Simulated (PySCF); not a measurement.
## BiC⁻: from constants to spectrum

RHF-CCSD(T) constants of BiC⁻, ¹Σ⁺ (singlet), closed shell (basis Bi aug-cc-pVDZ-PP with ECP60, C aug-cc-pVDZ; scalar-relativistic core potentials; PySCF 2.14; masses 208.9804 and 12.0000 u):

```
ωe              : 681.7 cm⁻¹
ωexe            : 3.69 cm⁻¹
Be              : 0.35084 cm⁻¹
αe              : 0.00237 cm⁻¹
D (centrifugal) : 3.72e-07 cm⁻¹
De to Bi + C⁻   : 3.74 eV
```

(1) Give the band origin of the fundamental and the first lines of its P and R branches.

(2) Near which J would the R branch turn back, without centrifugal distortion?

Correlated steps freeze 5 core orbitals. Correlated levels converge slowly with the basis: in double zeta they bind strong bonds too weakly, by up to about 1 eV, and carry superposition errors of some tenths. Spin–orbit coupling is left out, which matters for elements this heavy, above all for dissociation energies. For an ion De counts to the pair picked by the measured ionisation energies or electron affinities, which need not be the lowest pair at this level. Where the molecule has an RHF reference, its open-shell atoms are computed with UHF. The CCSD T1 diagnostic is raised, a sign that a single reference may not be enough here.

## Answers

(1) ν0 = ωe − 2ωexe = 674.3 cm⁻¹, B0 = 0.34965, B1 = 0.34729 cm⁻¹.

```json
{"J″": "0", "P(J″) − ν0": "", "R(J″) − ν0": "0.695"}
{"J″": "1", "P(J″) − ν0": "-0.699", "R(J″) − ν0": "1.384"}
{"J″": "2", "P(J″) − ν0": "-1.403", "R(J″) − ν0": "2.069"}
{"J″": "3", "P(J″) − ν0": "-2.112", "R(J″) − ν0": "2.750"}
{"J″": "4", "P(J″) − ν0": "-2.826", "R(J″) − ν0": "3.425"}
{"J″": "5", "P(J″) − ν0": "-3.544", "R(J″) − ν0": "4.096"}
{"J″": "6", "P(J″) − ν0": "-4.267", "R(J″) − ν0": "4.762"}
```

(2) At J ≈ (B0 + B1)/(2(B0 − B1)) − 1 ≈ 150.
